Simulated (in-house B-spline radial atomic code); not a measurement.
The europium ion Eu³⁺: [Xe] 4f6

Method: Dirac-Kohn-Sham relativistic LDA, spherical fractional occupations, Fermi nucleus of rms radius 5.1115 fm. Calculated with a radial B-spline atomic code at the basis-set limit.

Z_r = [3n² - l(l+1)]/(2<r>); Z_e = n√(-2ε); the last column is Slater's effective charge. Values are occupation-weighted means over j. An effective charge above Z reflects the relativistic contraction of the inner shells.

```
shell  electrons   ε (eV)  <r> (bohr)    Z_r    Z_e  Slater
   1s          2   -48035     0.02241  66.93  59.42   62.70
   2s          2  -7921.9     0.09492  63.21  48.26   58.85
   2p          6  -7099.2     0.08376  59.69  45.69   58.85
   3s          2  -1769.2        0.25  54.00  34.21   51.75
   3p          6  -1509.5       0.248  50.40  31.60   51.75
   3d         10  -1147.4      0.2263  46.40  27.55   41.85
   4s          2  -376.22      0.5667  42.35  21.03   35.25
   4p          6  -289.86      0.5987  38.42  18.46   35.25
   4d         10  -166.08      0.6523  32.19  13.98   23.85
   5s          2  -72.838       1.351  27.75  11.57   12.15
   5p          6  -51.218       1.555  23.47   9.70   12.15
   4f          6  -33.554      0.8753  20.57   6.28   15.25
```

The least bound orbital is 4f7/2 at -33.26 eV, while the most diffuse is 5p3/2 (<r> = 1.583 bohr against 0.8798 bohr): energy order and size order differ.

Spin-orbit splittings of the orbital energies (j = l + 1/2 above j = l - 1/2 when positive): 2p 640.8 eV, 3p 130.7 eV, 3d 28.58 eV, 4p 29.14 eV, 4d 5.274 eV, 5p 4.243 eV, 4f 0.6838 eV.

For the 1s electron the small component carries 5.46 % of the norm, the zero-frequency Breit interaction raises the level by 142 eV, self-energy by 84.65 eV, and vacuum polarisation lowers it by 13.58 eV.
